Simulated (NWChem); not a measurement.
System: C$_{3}$H$_{3}$BFN; SMILES FB1C=CC=N1

```xyz
9

F      0.0402    -2.0690     0.0000
B      0.0089    -0.7509     0.0000
C      1.2506     0.2420     0.0000
C      0.6598     1.4467     0.0000
C     -0.8500     1.2398     0.0000
N     -1.2607     0.0247     0.0000
H      2.3209     0.0695     0.0000
H      1.1242     2.4299     0.0000
H     -1.5418     2.0883     0.0000
```
Atoms are numbered in this order, from 1.

Level: B3LYP/6-31G* (spherical d) (NWChem), optimised geometry, unscaled harmonic frequencies. B3LYP is NWChem's, with the RPA form of VWN correlation.

| frequency (cm⁻¹) | IR intensity (km/mol) |
|---|---|
| 144 | 0.8 |
| 387 | 1.5 |
| 418 | 0.2 |
| 567 | 1.6 |
| 635 | 3.2 |
| 763 | 0.6 |
| 782 | 96.5 |
| 812 | 6.3 |
| 901 | 4.2 |
| 957 | 0.2 |
| 1000 | 0.1 |
| 1076 | 38.7 |
| 1105 | 84.2 |
| 1325 | 1.5 |
| 1370 | 28.8 |
| 1447 | 390.9 |
| 1608 | 83.9 |
| 1667 | 16.7 |
| 3121 | 49.0 |
| 3201 | 16.9 |
| 3243 | 4.4 |

```
Quantity                                                                           Result
-----------------------------------------------------------------------  ----------------
zero-point energy                                                           37.9 kcal/mol
thermal correction to the enthalpy at 298.15 K (with zero-point energy)     41.6 kcal/mol
heat capacity Cv                                                         17.2 cal/(mol K)
entropy at 298.15 K and 1 atm (symmetry number 1)                        71.8 cal/(mol K)
dipole moment                                                                      2.91 D
```

Rigid rotor and harmonic oscillator.
